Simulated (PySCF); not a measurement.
Delta-SCF ions had no search for a lower state. Excitations are Tamm–Dancoff values on a coarser integration grid. The basis has no diffuse functions, so Rydberg states are missing or too high.

# C10H8SSi, SMILES `c1cc2c(C#C)c([SiH3])ccc2s1` (charge 0, multiplicity 1)

Computed with PBE-D3(BJ)/def2-TZVP // PBE-D3(BJ)/def2-SVP (PySCF).

| Property | Result |
|---|---|
| HOMO | -5.52 eV |
| dipole moment | 1.26 D |
| HOMO–LUMO gap | 3.08 eV |
| LUMO | -2.44 eV |
| S1 excitation (TDA) | 3.74 eV |
| S1 oscillator strength | 0.080 |
| brightest of the four lowest singlets (TDA) | 4.64 eV |
| T1 excitation (TDA) | 2.73 eV |
| S1–T1 gap (TDA) | 1.01 eV |
| vertical ionisation energy (Delta-SCF) | 7.71 eV |
| total energy | -1072.8681 Ha |
| cost | about 20 core-minutes (a rough figure) |

```xyz
20

C     -0.4535     2.9328    -1.1126
C     -0.2920     1.7956    -0.6810
C     -0.1255     0.4703    -0.1775
C     -1.2578    -0.3233     0.1475
Si    -3.0047     0.3633    -0.0826
C     -1.0623    -1.6361     0.6463
C      0.2130    -2.1815     0.8310
C      1.3277    -1.3903     0.5068
S      3.0157    -1.8354     0.6451
C      3.5141    -0.2757     0.0385
C      2.4602     0.5530    -0.2584
C      1.1872    -0.0631     0.0016
H     -0.6024     3.9338    -1.4925
H     -3.9731    -0.7071     0.3451
H     -3.2704     0.7169    -1.5201
H     -3.2278     1.5893     0.7596
H     -1.9413    -2.2497     0.8977
H      0.3370    -3.2027     1.2200
H      4.5856    -0.0625    -0.0644
H      2.5702     1.5725    -0.6503
```
